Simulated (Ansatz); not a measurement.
Cost and result for the atomization energy of C$_{6}$H$_{14}$FGa (`C[CH](C)[Ga]([F])[CH](C)C`) (22 atoms, 21 bonds).

| atom | x (Å) | y (Å) | z (Å) |
| --- | --- | --- | --- |
| C1 | -0.8606 | 1.6313 | 2.3365 |
| C2 | -0.6280 | 0.2414 | 1.7525 |
| C3 | 0.7245 | -0.3317 | 2.1613 |
| Ga4 | -0.9182 | 0.2388 | -0.2058 |
| F5 | -2.1999 | 1.3822 | -0.6797 |
| C6 | -0.1813 | -0.6839 | -1.7938 |
| C7 | 0.2670 | 0.3421 | -2.8323 |
| C8 | 0.9201 | -1.6861 | -1.4725 |
| H9 | -0.0942 | 2.3385 | 2.0043 |
| H10 | -1.8295 | 2.0409 | 2.0450 |
| H11 | -0.8172 | 1.6043 | 3.4316 |
| H12 | -1.4139 | -0.4239 | 2.1365 |
| H13 | 0.8769 | -1.3492 | 1.7924 |
| H14 | 0.8218 | -0.3599 | 3.2529 |
| H15 | 1.5516 | 0.2788 | 1.7856 |
| H16 | -1.0416 | -1.2264 | -2.2073 |
| H17 | 0.5758 | -0.1547 | -3.7596 |
| H18 | 1.1278 | 0.9211 | -2.4822 |
| H19 | -0.5289 | 1.0479 | -3.0798 |
| H20 | 1.7949 | -1.1983 | -1.0319 |
| H21 | 1.2624 | -2.1947 | -2.3816 |
| H22 | 0.5906 | -2.4584 | -0.7722 |

The species carries charge 0 and has multiplicity 1. Correlated methods include outer-core shells of Ga, which these sets cover unevenly. Scalar relativity is left out up to krypton. The structure was optimised at the PBE0-D4/def2-TZVP level. It is one conformer, not always the lowest. Program: Ansatz. All runs use 4 threads of an AMD EPYC 7R13 on a shared host and a share of an NVIDIA H100 80 GB. Times are those of one run each, without the atoms' runs, and a repeat can differ threefold. Electronic energies, without spin–orbit coupling; frozen cores. CCSD(T)/CBS adds CCSD(T) − MP2 in def2-TZVPP to the MP2 limit, and its time is that of the two runs behind it. T1 = 0.011. With those shells the extrapolation isn't a true limit.

CCSD(T)/CBS is a level of theory with its own doubt, some kJ/mol a heavy atom from the limit and from the frozen cores, so smaller differences don't rank the functionals.

```json
{"level": "LDA (SPW92)/def2-TZVPP", "functions": "461", "wall time": "1.9 s"}
{"level": "BLYP-D4/def2-TZVPP", "functions": "461", "wall time": "1.9 s"}
{"level": "PBE0-D4/def2-TZVPP", "functions": "461", "wall time": "1.9 s"}
{"level": "r2SCANh-D4/def2-TZVPP", "functions": "461", "wall time": "2.3 s"}
{"level": "PBE-D4/def2-TZVPP (with forces)", "functions": "461", "wall time": "2.3 s"}
{"level": "CCSD(T)/def2-SVP", "functions": "200", "wall time": "2.3 s"}
{"level": "r2SCAN-D4/def2-TZVPP (with forces)", "functions": "461", "wall time": "2.5 s"}
{"level": "B97M-V/def2-TZVPP", "functions": "461", "wall time": "2.7 s"}
{"level": "ωB97X-V/def2-TZVPP", "functions": "461", "wall time": "2.7 s"}
{"level": "ωB97M-V/def2-TZVPP (with forces)", "functions": "461", "wall time": "3.6 s"}
{"level": "MP2/def2-QZVPP", "functions": "908", "wall time": "6.5 s"}
{"level": "CCSD(T)/def2-TZVPP", "functions": "461", "wall time": "21 s"}
{"level": "CCSD(T)/CBS(def2)", "functions": "–", "wall time": "28 s"}
```

Task: What atomization energy does each give, and how far from CCSD(T)/CBS? (Estimate.)

Result: The calculation gave: 
| level | atomization (kJ/mol) | difference from CCSD(T)/CBS | per bond |
| --- | --- | --- | --- |
| LDA (SPW92)/def2-TZVPP | 9602.7 | 1111.5 | 52.9 |
| BLYP-D4/def2-TZVPP | 8417.6 | -73.6 | -3.5 |
| PBE0-D4/def2-TZVPP | 8516.9 | 25.7 | 1.2 |
| r2SCANh-D4/def2-TZVPP | 8466.2 | -25.0 | -1.2 |
| PBE-D4/def2-TZVPP (with forces) | 8614.4 | 123.2 | 5.9 |
| CCSD(T)/def2-SVP | 8158.8 | -332.4 | -15.8 |
| r2SCAN-D4/def2-TZVPP (with forces) | 8500.3 | 9.1 | 0.4 |
| B97M-V/def2-TZVPP | 8478.5 | -12.7 | -0.6 |
| ωB97X-V/def2-TZVPP | 8488.6 | -2.6 | -0.1 |
| ωB97M-V/def2-TZVPP (with forces) | 8483.7 | -7.5 | -0.4 |
| MP2/def2-QZVPP | 8519.6 | 28.4 | 1.4 |
| CCSD(T)/def2-TZVPP | 8319.0 | -172.2 | -8.2 |
| CCSD(T)/CBS(def2) | 8491.2 | 0.0 | 0.0 |

Leaving LDA and LC-ωPBE aside and taking each functional with its dispersion term where it has one, the values, not all of them listed here, spread over 332.5 kJ/mol, from BHLYP-D4 to PBE-D4. LDA lies +1038.3 kJ/mol from PBE without D4, its usual overbinding. From BLYP to BHLYP (50 % exact exchange), in def2-TZVPP and without D4, the atomization energy moves by −89.1 kJ/mol: exact exchange takes away binding that semilocal exchange gives to molecules. At CCSD(T), def2-SVP lies −332.4 kJ/mol from the extrapolated value and def2-TZVPP −172.2 kJ/mol: correlation converges slowly with the basis, and small sets miss more of it in the bonded molecule than in its fragments.
